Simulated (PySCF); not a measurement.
CH₃AlF₂, charge +1, doublet, at a GFN2-xTB geometry (such geometries of metal compounds can be far from the true shape) (a state made from the parent by changing its charge; the spin is typed, not shown lowest); MP2/STO-3G (PySCF).

Here is a job for PySCF.
```python
from pyscf import gto, scf, mp

mol = gto.M(
    atom='''
Al    0.16582743    0.13326291    0.00530415
C    -1.49424149   -1.15936547   -0.06057599
H    -1.15408154   -1.98388762   -0.70042866
H    -2.28282133   -0.52474443   -0.48523813
H    -1.63358931   -1.45251016    0.98807008
F    -0.15547099    1.61363510   -0.57832043
F     1.47549151   -0.59308873    0.63299806
''',
    basis='sto-3g',
    charge=1,
    spin=1,
    verbose=4,
)

mf = scf.UHF(mol)
mf.kernel()

pt = mp.MP2(mf)
pt.kernel()
print('E(MP2) = %.10f' % pt.e_tot)
```

Q: Write the output that PySCF gives for this input, abridged.

A: 
```
PySCF version 2.14.0

[INPUT] verbose = 4
[INPUT] num. atoms = 7
[INPUT] num. electrons = 39
[INPUT] charge = 1
[INPUT] spin (= nelec alpha-beta = 2S) = 1
[INPUT] symmetry False subgroup None
[INPUT] Mole.unit = angstrom
[INPUT] Symbol           X                Y                Z      unit          X                Y                Z       unit  Magmom
[INPUT]  1 Al     0.165827430000   0.133262910000   0.005304150000 AA    0.313368426640   0.251830402463   0.010023390824 Bohr   0.0
[INPUT]  2 C     -1.494241490000  -1.159365470000  -0.060575990000 AA   -2.823707180062  -2.190883216578  -0.114472030824 Bohr   0.0
[INPUT]  3 H     -1.154081540000  -1.983887620000  -0.700428660000 AA   -2.180898036016  -3.749004263715  -1.323618337196 Bohr   0.0
[INPUT]  4 H     -2.282821330000  -0.524744430000  -0.485238130000 AA   -4.313907105015  -0.991623258091  -0.916967170896 Bohr   0.0
[INPUT]  5 H     -1.633589310000  -1.452510160000   0.988070080000 AA   -3.087036395917  -2.744846395548   1.867181843077 Bohr   0.0
[INPUT]  6 F     -0.155470990000   1.613635100000  -0.578320430000 AA   -0.293797591415   3.049328403985  -1.092867224941 Bohr   0.0
[INPUT]  7 F      1.475491510000  -0.593088730000   0.632998060000 AA    2.788274853021  -1.120775267266   1.196192970781 Bohr   0.0

nuclear repulsion = 154.303791488981
number of shells = 17
number of NR pGTOs = 81
number of NR cGTOs = 27
basis = sto-3g
ecp = {}

******** <class 'pyscf.scf.uhf.UHF'> ********
method = UHF
initial guess = minao
damping factor = 0
level_shift factor = 0
DIIS = <class 'pyscf.scf.diis.CDIIS'>
diis_start_cycle = 1
diis_space = 8
diis_damp = 0
SCF conv_tol = 1e-09
SCF conv_tol_grad = None
SCF max_cycles = 50
direct_scf = True
direct_scf_tol = 1e-13
number electrons alpha = 20  beta = 19
Set gradient conv threshold to 3.16228e-05
init E= -473.875087522161

cycle= 1 E= -473.88415694316  delta_E= -0.00907  |g|= 0.42  |ddm|= 2.12
cycle= 2 E= -474.045547623942  delta_E= -0.161  |g|= 0.172  |ddm|= 0.973
cycle= 3 E= -474.068766470529  delta_E= -0.0232  |g|= 0.0396  |ddm|= 0.249
cycle= 4 E= -474.071722103727  delta_E= -0.00296  |g|= 0.0127  |ddm|= 0.122
cycle= 5 E= -474.072073127542  delta_E= -0.000351  |g|= 0.00465  |ddm|= 0.0447
cycle= 6 E= -474.072116775751  delta_E= -4.36e-05  |g|= 0.00248  |ddm|= 0.0138
cycle= 7 E= -474.072134978711  delta_E= -1.82e-05  |g|= 0.0011  |ddm|= 0.0103
cycle= 8 E= -474.072139750419  delta_E= -4.77e-06  |g|= 0.000482  |ddm|= 0.00637
cycle= 9 E= -474.072140730595  delta_E= -9.8e-07  |g|= 0.000243  |ddm|= 0.0028
cycle= 10 E= -474.072141013613  delta_E= -2.83e-07  |g|= 7.08e-05  |ddm|= 0.0019
cycle= 11 E= -474.072141033666  delta_E= -2.01e-08  |g|= 2.98e-05  |ddm|= 0.000464
cycle= 12 E= -474.072141036759  delta_E= -3.09e-09  |g|= 2.2e-05  |ddm|= 0.00012
cycle= 13 E= -474.072141039186  delta_E= -2.43e-09  |g|= 1.44e-05  |ddm|= 0.00014
cycle= 14 E= -474.072141040555  delta_E= -1.37e-09  |g|= 8.03e-06  |ddm|= 0.000118
cycle= 15 E= -474.072141041082  delta_E= -5.27e-10  |g|= 2.9e-06  |ddm|= 0.000104
Extra cycle  E= -474.072141041099  delta_E= -1.68e-11  |g|= 2.12e-06  |ddm|= 6.77e-06
converged SCF energy = -474.072141041099  <S^2> = 0.77322011  2S+1 = 2.0230869

******** <class 'pyscf.mp.ump2.UMP2'> ********
nocc = (np.int64(20), np.int64(19)), nmo = (27, 27)
E(UMP2) = -474.196410664154  E_corr = -0.12426962305471
E(SCS-UMP2) = -474.20128792375  E_corr = -0.12914688265096
E_corr(same-spin) = -0.0230499980938754
E_corr(oppo-spin) = -0.101219624960835
E(MP2) = -474.1964106642
```
